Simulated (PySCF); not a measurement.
PySCF input for disilazane cation (H₇NSi₂), SMILES [SiH3]N[SiH3] (connectivity only; charge and spin as stated), charge +1, multiplicity 2, ωB97X-D3(BJ)/def2-SVP. 

```python
import numpy as np
from pyscf import gto, scf, dft
from pyscf.geomopt import geometric_solver

mol = gto.M(
    atom='''
    Si    1.62094484   -0.00045492    0.14340896
    N     0.00000000    0.00000000   -0.53511456
    Si   -1.62094483    0.00045492    0.14340895
    H     2.24629950   -1.17844246   -0.48826748
    H     1.46887246   -0.01520269    1.58770060
    H     2.23174824    1.20075784   -0.45994350
    H     0.00000000   -0.00000000   -1.54862802
    H    -2.24629950    1.17844246   -0.48826749
    H    -2.23174825   -1.20075784   -0.45994350
    H    -1.46887247    0.01520269    1.58770060
    ''',
    basis='def2-SVP',
    charge=1,
    spin=1,
    max_memory=1600,
    verbose=3,
)
mf = dft.UKS(mol, xc='wb97x-d3bj').density_fit(auxbasis='def2-universal-jkfit')
mf.grids.level = 3
mf.conv_tol = 1e-9
mf.max_cycle = 100
mf.kernel()
fine, coarse = mf.grids, dft.Grids(mol).set(level=1).build(with_non0tab=True)
for _ in range(3):  # follow internal instabilities
    mf.grids = coarse
    mo, _, stable, _ = mf.stability(return_status=True, nroots=4)
    mf.grids = fine
    if stable:
        break
    mf.kernel(mf.make_rdm1(mo, mf.mo_occ))
grad = mf.nuc_grad_method()
grad.grid_response = mol.nao <= 150
conv, mol_eq = geometric_solver.kernel(grad, convergence_set='GAU_TIGHT', maxsteps=100)
print(mol_eq.tostring(format='xyz'))
mf.reset(mol_eq)
mf.kernel()
```

Program output:

```
[...]
   H   1.351538  -0.575751   1.492235   -0.002971 -0.016850 -0.005446
   H   2.086246   1.316974   0.052882   -0.007101 -0.000436  0.014869
   H  -0.000159   0.000005  -1.722080   -0.000008 -0.000001 -0.002074
   H  -2.441656   1.021060  -0.725141   -0.005127 -0.008119 -0.006887
   H  -2.086382  -1.316934   0.053155    0.007108  0.000435  0.014875
   H  -1.351432   0.575774   1.492407    0.002969  0.016852 -0.005439
converged SCF energy = -637.487079640109  <S^2> = 0.7551149  2S+1 = 2.0051084
--------------- DFUKS_Scanner gradients ---------------
         x                y                z
0 Si     0.0000125143    -0.0000087406    -0.0000044477
1 N    -0.0000000624    -0.0000006127     0.0000073513
2 Si    -0.0000125782     0.0000089407    -0.0000044394
3 H     0.0000070341     0.0000020653     0.0000029988
4 H    -0.0000069665    -0.0000011394    -0.0000028727
5 H     0.0000002825    -0.0000003503    -0.0000015909
6 H     0.0000001754     0.0000003449     0.0000043937
7 H    -0.0000070371    -0.0000020534     0.0000029658
8 H    -0.0000003989     0.0000003950    -0.0000015034
9 H     0.0000070431     0.0000011496    -0.0000028589
----------------------------------------------
cycle 26: E = -637.48707964  dE = -1.65776e-07  norm(grad) = 2.88493e-05
Step   25 : Displace = 1.224e-02/1.822e-02 (rms/max) Trust = 3.746e-02 (+) Grad = 9.123e-06/1.606e-05 (rms/max) E (change) = -637.4870796401 (-1.658e-07) Quality = 0.583
Hessian Eigenvalues: 4.40653e-04 2.30000e-02 2.50314e-02 ... 2.25856e-01 3.07161e-01 4.30324e-01

Geometry optimization cycle 27
Cartesian coordinates (Angstrom)
 Atom        New coordinates             dX        dY        dZ
  Si   1.655608  -0.102382   0.126134    0.000380  0.001129  0.000154
   N  -0.000095  -0.000000  -0.689578    0.000001  0.000002  0.000794
  Si  -1.655692   0.102410   0.126345   -0.000379 -0.001129  0.000153
   H   2.439766  -1.023642  -0.723252   -0.001719 -0.002630  0.002202
   H   1.352798  -0.570067   1.494120    0.001260  0.005684  0.001885
   H   2.088498   1.317231   0.047868    0.002252  0.000258 -0.005014
   H  -0.000158   0.000005  -1.721297    0.000001 -0.000000  0.000783
   H  -2.439937   1.023688  -0.722941    0.001719  0.002628  0.002199
   H  -2.088628  -1.317193   0.048137   -0.002246 -0.000259 -0.005017
   H  -1.352694   0.570090   1.494291   -0.001262 -0.005684  0.001885
converged SCF energy = -637.487079687358  <S^2> = 0.75511578  2S+1 = 2.0051093
--------------- DFUKS_Scanner gradients ---------------
         x                y                z
0 Si     0.0000044734     0.0000116062     0.0000029344
1 N    -0.0000000628    -0.0000005147    -0.0000046062
2 Si    -0.0000045706    -0.0000114405     0.0000029465
3 H    -0.0000014633    -0.0000019399    -0.0000004663
4 H    -0.0000027996    -0.0000037143    -0.0000005059
5 H     0.0000033867    -0.0000043816     0.0000002588
6 H     0.0000001326     0.0000002871     0.0000001053
7 H     0.0000014924     0.0000019362    -0.0000004887
8 H    -0.0000034505     0.0000044480     0.0000003255
9 H     0.0000028744     0.0000037163    -0.0000005162
----------------------------------------------
cycle 27: E = -637.487079687  dE = -4.72488e-08  norm(grad) = 2.15517e-05
Step   26 : Displace = 4.111e-03/6.140e-03 (rms/max) Trust = 3.746e-02 (=) Grad = 6.815e-06/1.278e-05 (rms/max) E (change) = -637.4870796874 (-4.725e-08) Quality = 1.018
Hessian Eigenvalues: 4.23706e-04 2.30000e-02 2.50302e-02 ... 2.25856e-01 3.14070e-01 4.30531e-01

Geometry optimization cycle 28
Cartesian coordinates (Angstrom)
 Atom        New coordinates             dX        dY        dZ
  Si   1.655636  -0.102287   0.126135    0.000028  0.000096  0.000001
   N  -0.000095   0.000002  -0.689506   -0.000000  0.000003  0.000072
  Si  -1.655720   0.102315   0.126347   -0.000028 -0.000095  0.000002
   H   2.439711  -1.023739  -0.723121   -0.000055 -0.000097  0.000131
   H   1.352959  -0.569655   1.494256    0.000161  0.000412  0.000136
   H   2.088526   1.317313   0.047528    0.000027  0.000082 -0.000340
   H  -0.000160   0.000004  -1.721226   -0.000001 -0.000001  0.000071
   H  -2.439885   1.023783  -0.722809    0.000051  0.000095  0.000133
   H  -2.088649  -1.317276   0.047797   -0.000021 -0.000083 -0.000341
   H  -1.352858   0.569679   1.494428   -0.000164 -0.000411  0.000137
converged SCF energy = -637.487079690909  <S^2> = 0.75511589  2S+1 = 2.0051094
--------------- DFUKS_Scanner gradients ---------------
         x                y                z
0 Si     0.0000009793     0.0000071721     0.0000009417
1 N    -0.0000000332    -0.0000003592    -0.0000032650
2 Si    -0.0000010359    -0.0000070666     0.0000009235
3 H    -0.0000013558    -0.0000023493    -0.0000001933
4 H    -0.0000009737    -0.0000022518    -0.0000001314
5 H     0.0000018665    -0.0000028250     0.0000006117
6 H     0.0000000723     0.0000001865     0.0000007733
7 H     0.0000013778     0.0000023660    -0.0000002088
8 H    -0.0000019040     0.0000028643     0.0000006609
9 H     0.0000010192     0.0000022652    -0.0000001293
----------------------------------------------
cycle 28: E = -637.487079691  dE = -3.55158e-09  norm(grad) = 1.29552e-05
Step   27 : Displace = 2.675e-04/4.118e-04 (rms/max) Trust = 5.297e-02 (+) Grad = 4.097e-06/7.300e-06 (rms/max) E (change) = -637.4870796909 (-3.552e-09) Quality = 1.599
Hessian Eigenvalues: 5.81307e-04 2.11671e-02 2.30005e-02 ... 2.25856e-01 2.94538e-01 4.30728e-01

Geometry optimization cycle 29
Cartesian coordinates (Angstrom)
 Atom        New coordinates             dX        dY        dZ
  Si   1.655632  -0.102238   0.126115   -0.000004  0.000049 -0.000021
   N  -0.000095   0.000008  -0.689495   -0.000001  0.000006  0.000011
  Si  -1.655716   0.102267   0.126329    0.000004 -0.000047 -0.000018
   H   2.439953  -1.023309  -0.723316    0.000241  0.000430 -0.000195
   H   1.353104  -0.569879   1.494175    0.000145 -0.000224 -0.000081
   H   2.088113   1.317518   0.047812   -0.000412  0.000205  0.000284
   H  -0.000163   0.000003  -1.721217   -0.000003 -0.000001  0.000009
   H  -2.440136   1.023348  -0.723000   -0.000251 -0.000435 -0.000191
   H  -2.088222  -1.317484   0.048079    0.000427 -0.000208  0.000282
   H  -1.353008   0.569904   1.494351   -0.000150  0.000225 -0.000077
converged SCF energy = -637.487079693764  <S^2> = 0.75511608  2S+1 = 2.0051095
--------------- DFUKS_Scanner gradients ---------------
         x                y                z
0 Si    -0.0000026364    -0.0000071384    -0.0000037197
1 N     0.0000000206     0.0000000085     0.0000023404
2 Si     0.0000026455     0.0000071152    -0.0000037528
3 H    -0.0000003258    -0.0000008872     0.0000008091
4 H     0.0000018473     0.0000004934     0.0000008003
5 H    -0.0000019163     0.0000012801     0.0000010480
6 H    -0.0000000424    -0.0000000331    -0.0000002131
7 H     0.0000003463     0.0000009144     0.0000008204
8 H     0.0000019265    -0.0000012804     0.0000010543
9 H    -0.0000018706    -0.0000004701     0.0000007969
----------------------------------------------
cycle 29: E = -637.487079694  dE = -2.85456e-09  norm(grad) = 1.31787e-05
Step   28 : Displace = 2.857e-04/4.039e-04 (rms/max) Trust = 7.491e-02 (+) Grad = 4.167e-06/8.470e-06 (rms/max) E (change) = -637.4870796938 (-2.855e-09) Quality = 0.820
Hessian Eigenvalues: 8.87975e-04 1.33570e-02 2.30001e-02 ... 2.27153e-01 2.96788e-01 4.30740e-01

Geometry optimization cycle 30
Cartesian coordinates (Angstrom)
 Atom        New coordinates             dX        dY        dZ
  Si   1.655709  -0.101943   0.126132    0.000077  0.000295  0.000018
   N  -0.000095   0.000012  -0.689353   -0.000000  0.000004  0.000142
  Si  -1.655793   0.101972   0.126347   -0.000077 -0.000295  0.000019
   H   2.439831  -1.023491  -0.722973   -0.000121 -0.000181  0.000343
   H   1.353370  -0.568879   1.494469    0.000266  0.001000  0.000294
   H   2.088297   1.317738   0.047020    0.000183  0.000220 -0.000792
   H  -0.000164   0.000004  -1.721079   -0.000001  0.000000  0.000139
   H  -2.440020   1.023526  -0.722655    0.000116  0.000178  0.000345
   H  -2.088397  -1.317706   0.047285   -0.000174 -0.000222 -0.000794
   H  -1.353277   0.568905   1.494647   -0.000269 -0.001000  0.000296
converged SCF energy = -637.487079696319  <S^2> = 0.75511655  2S+1 = 2.00511
--------------- DFUKS_Scanner gradients ---------------
         x                y                z
0 Si    -0.0000004333    -0.0000071326    -0.0000027040
1 N     0.0000000659     0.0000001898     0.0000053021
2 Si     0.0000004636     0.0000070154    -0.0000027402
3 H    -0.0000007670    -0.0000011073     0.0000004176
4 H     0.0000018971     0.0000014727     0.0000008662
5 H    -0.0000017397     0.0000015045     0.0000008564
6 H    -0.0000000841    -0.0000001116    -0.0000041493
7 H     0.0000007909     0.0000011291     0.0000004393
8 H     0.0000017587    -0.0000015129     0.0000008416
9 H    -0.0000019418    -0.0000014495     0.0000008616
----------------------------------------------
cycle 30: E = -637.487079696  dE = -2.555e-09  norm(grad) = 1.37851e-05
Step   29 : Displace = 6.311e-04/9.474e-04 (rms/max) Trust = 1.059e-01 (+) Grad = 4.359e-06/7.640e-06 (rms/max) E (change) = -637.4870796963 (-2.555e-09) Quality = 0.951
Hessian Eigenvalues: 1.19367e-03 1.22219e-02 2.30000e-02 ... 2.25856e-01 2.98812e-01 4.33233e-01

Geometry optimization cycle 31
Cartesian coordinates (Angstrom)
 Atom        New coordinates             dX        dY        dZ
  Si   1.655711  -0.101834   0.126137    0.000002  0.000109  0.000005
   N  -0.000095   0.000013  -0.689361   -0.000000  0.000000 -0.000008
  Si  -1.655795   0.101863   0.126352   -0.000002 -0.000109  0.000005
   H   2.439890  -1.023353  -0.722949    0.000058  0.000138  0.000024
   H   1.353366  -0.568777   1.494469   -0.000004  0.000102 -0.000000
   H   2.088255   1.317856   0.046997   -0.000042  0.000118 -0.000022
   H  -0.000164   0.000004  -1.721081   -0.000000  0.000001 -0.000003
   H  -2.440080   1.023388  -0.722630   -0.000060 -0.000139  0.000024
   H  -2.088354  -1.317825   0.047263    0.000043 -0.000118 -0.000022
   H  -1.353273   0.568802   1.494647    0.000004 -0.000102  0.000000
converged SCF energy = -637.487079698681  <S^2> = 0.75511659  2S+1 = 2.0051101
--------------- DFUKS_Scanner gradients ---------------
         x                y                z
0 Si    -0.0000007820    -0.0000049549    -0.0000014983
1 N     0.0000000605     0.0000001749     0.0000010343
2 Si     0.0000007856     0.0000048747    -0.0000015028
3 H    -0.0000003027    -0.0000005660     0.0000003100
4 H     0.0000011118     0.0000009432     0.0000001927
5 H    -0.0000008315     0.0000005472     0.0000003004
6 H    -0.0000000615    -0.0000000994     0.0000003867
7 H     0.0000002989     0.0000005896     0.0000003094
8 H     0.0000008500    -0.0000005701     0.0000002781
9 H    -0.0000011374    -0.0000009327     0.0000001987
----------------------------------------------
cycle 31: E = -637.487079699  dE = -2.36219e-09  norm(grad) = 7.93255e-06
Step   30 : Displace = 2.961e-05/4.440e-05 (rms/max) Trust = 1.498e-01 (+) Grad = 2.508e-06/5.235e-06 (rms/max) E (change) = -637.4870796987 (-2.362e-09) Quality = 2.030
Hessian Eigenvalues: 1.19367e-03 1.22219e-02 2.30000e-02 ... 2.25856e-01 2.98812e-01 4.33233e-01
Converged! =D

10
XYZ from PySCF
Si          1.65571057       -0.10183375        0.12613694
N          -0.00009545        0.00001267       -0.68936135
Si         -1.65579500        0.10186348        0.12635235
H           2.43988954       -1.02335255       -0.72294906
H           1.35336586       -0.56877714        1.49446896
H           2.08825454        1.31785613        0.04699730
H          -0.00016437        0.00000413       -1.72108127
H          -2.44007997        1.02338751       -0.72263036
H          -2.08835391       -1.31782472        0.04726301
H          -1.35327311        0.56880242        1.49464662
converged SCF energy = -637.487079698766  <S^2> = 0.75511602  2S+1 = 2.0051095
```

The calculation finished and met its thresholds.

Cost: very roughly 8 core-minutes.
